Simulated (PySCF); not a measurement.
From one molecule to another.

First species: C6H8OS.
Bonds: C1–O2, O2–C3, C3–C4, C4–C5 (aromatic), C5–C6 (aromatic), C6–C7 (aromatic), C7–S8 (aromatic), C4–S8 (aromatic). Hydrogens: H9, H10, H11 on C1; H12, H13 on C3; H14 on C5; H15 on C6; H16 on C7.

Second species: C4H6ClF3Si.
Z-matrix (Å and degrees, GFN2-xTB geometry), rows numbered from 1:
```
F 
C   1  1.3610
F   2  1.3615  1  106.44
Si  2  1.9340  1  110.13  3   119.62
C   4  1.8799  2  115.47  1  -114.53
C   5  1.5448  4   66.45  2  -100.09
C   6  1.4926  4  121.55  5  -107.79
F   7  1.3662  6  110.87  4   -79.23
Cl  7  1.7976  6  111.13  4   161.62
H   2  1.0992  1  106.76  3  -113.92
H   4  1.4469  2  112.69  1    43.66
H   5  1.0825  4  119.89  6   106.74
H   5  1.0799  4  120.86  6  -106.56
H   6  1.0831  4  118.31  5   106.27
H   7  1.0950  6  113.41  4    41.20
```

Levels: wB97X-D/def2-SVPD for dipole moment, HOMO energy, LUMO energy, HOMO–LUMO gap, static isotropic polarisability and electronic spatial extent ⟨r²⟩ about the centre of nuclear charge; TDDFT wB97X-D/def2-SVPD for lowest singlet excitation; TDA wB97X-D/def2-SVPD for lowest triplet excitation (Tamm–Dancoff); GFN2-xTB for rotational constant A and rotational constant C. Geometries: GFN2-xTB. Each structure is a single optimised conformer of the isolated species, non-relativistic unless stated; the electronic structure was computed with PySCF and density fitting.

The conformers computed, where there is a choice (atom-mapped SMILES and torsion angles):
- `[CH3:1][O:2][CH2:3][c:4]1[cH:5][cH:6][cH:7][s:8]1`: C1–O2–C3–C4 -65°, O2–C3–C4–C5 -63°
- `[F:1][CH:2]([F:3])[Si@@H:4]1[CH2:5][C@@H:6]1[C@H:7]([F:8])[Cl:9]`: F1–C2–Si4–C5 -115°, C5–C6–C7–F8 -156°

(1) Which of the two has the higher HOMO energy, and by how much?

(2) Which of the two has the higher dipole moment, and by how much?

(3) Which of the two has the higher S1 energy, and by how much?

(4) Which has the higher rotational constant A?

(5) Which of the two has the higher T1 energy, and by how much?

(6) Which has the higher HOMO–LUMO gap?

(7) Which of the two has the higher ⟨r²⟩, and by how much?

(8) Which has the higher rotational constant C?

Answers

(1) The first: -8.68 eV against -9.50 eV, a difference of 0.82 eV.

(2) The second: 2.45 D against 1.00 D, a difference of 1.45 D.

(3) The second: 6.48 eV against 5.67 eV, a difference of 0.81 eV.

(4) The first: 3.441 GHz against 2.177 GHz, a difference of 1.264 GHz.

(5) The second: 5.17 eV against 3.78 eV, a difference of 1.39 eV.

(6) The second: 10.59 eV against 9.78 eV, a difference of 0.81 eV.

(7) The second: 1964 bohr² against 1164 bohr², a difference of 800 bohr².

(8) The first: 1.073 GHz against 0.546 GHz, a difference of 0.527 GHz.

On the first: The principal polarisabilities are 70.8, 93.5 and 105.3 au; their mean is the isotropic value. The vertical singlet–triplet gap S1 − T1 is 1.89 eV (TDDFT singlet less Tamm–Dancoff triplet; S1: HOMO→LUMO, weight 0.94; T1: HOMO→LUMO, weight 0.93).

On the second: S1 lies 4.11 eV below the HOMO–LUMO gap; its leading configuration is HOMO→LUMO, weight 0.87. The principal polarisabilities are 75.5, 81.2 and 115.8 au; their mean is the isotropic value.
